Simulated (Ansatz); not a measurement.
InH2(SMe) (CH₅InS), 8 atoms. Hardware: 4 threads of Arm Neoverse N1 on a shared host.

In the def2 sets In takes a core potential; there is no spin–orbit coupling.

(1) How many basis functions does each of these Ansatz runs have, and roughly what does it cost? r2SCANh-D4/def2-TZVP, charge 0 singlet, energy, from earlier orbitals; PBE0-D4/def2-SVP, charge -1 doublet at the geometry of the charge 0 singlet, energy with a search over starts; PBE0-D4/def2-SVP, charge 0 singlet, energy with a search over starts; PBE0-D4/def2-TZVP, charge 0 triplet at the geometry of the charge 0 singlet, energy; PBE0-D4/def2-TZVP, charge 1 doublet at the geometry of the charge 0 singlet, energy, from earlier orbitals; PBE-D4/def2-TZVPD, charge 0 singlet, energy, from earlier orbitals; PBE0-D4/def2-TZVPD, charge -1 doublet at the geometry of the charge 0 singlet, energy, from earlier orbitals; B3LYP-D4/def2-TZVP, charge 0 singlet, relaxation, 6 steps; PBE-D4/def2-TZVP, charge 0 singlet, energy, from earlier orbitals; PBE0-D4/def2-TZVP, charge 0 singlet, energy, from earlier orbitals; HF/STO-3G, charge 0 singlet, energy; r2SCAN-D4/def2-TZVP, charge 0 singlet, energy and forces, from earlier orbitals.

Answers

(1) Other jobs shared the machine, so times can vary by a factor of up to 3. A dash marks memory too small to be measured apart from the calling script's.

```
                                                                                                          run  functions  fitting or Cholesky vectors  wall time  peak host memory (GiB)
                                                                          HF/STO-3G, charge 0 singlet, energy         46                          601      0.4 s                       –
                                         PBE0-D4/def2-SVP, charge 0 singlet, energy with a search over starts         83                          903      1.8 s                       –
                                            PBE-D4/def2-TZVP, charge 0 singlet, energy, from earlier orbitals        148                         1049      1.8 s                       –
                                           PBE0-D4/def2-TZVP, charge 0 singlet, energy, from earlier orbitals        148                         1152      2.4 s                       –
PBE0-D4/def2-SVP, charge -1 doublet at the geometry of the charge 0 singlet, energy with a search over starts         83                          903      2.6 s                       –
                                           PBE-D4/def2-TZVPD, charge 0 singlet, energy, from earlier orbitals        184                         1153      2.8 s                       –
   PBE0-D4/def2-TZVP, charge 1 doublet at the geometry of the charge 0 singlet, energy, from earlier orbitals        148                         1152      4.4 s                       –
                                        r2SCANh-D4/def2-TZVP, charge 0 singlet, energy, from earlier orbitals        148                         1049      4.4 s                       –
                              r2SCAN-D4/def2-TZVP, charge 0 singlet, energy and forces, from earlier orbitals        148                         1049      4.5 s                       –
                          PBE0-D4/def2-TZVP, charge 0 triplet at the geometry of the charge 0 singlet, energy        148                         1152      6.5 s                       –
 PBE0-D4/def2-TZVPD, charge -1 doublet at the geometry of the charge 0 singlet, energy, from earlier orbitals        184                         1257        7 s                    0.55
                                                    B3LYP-D4/def2-TZVP, charge 0 singlet, relaxation, 6 steps        148                         1136       16 s                       –
```
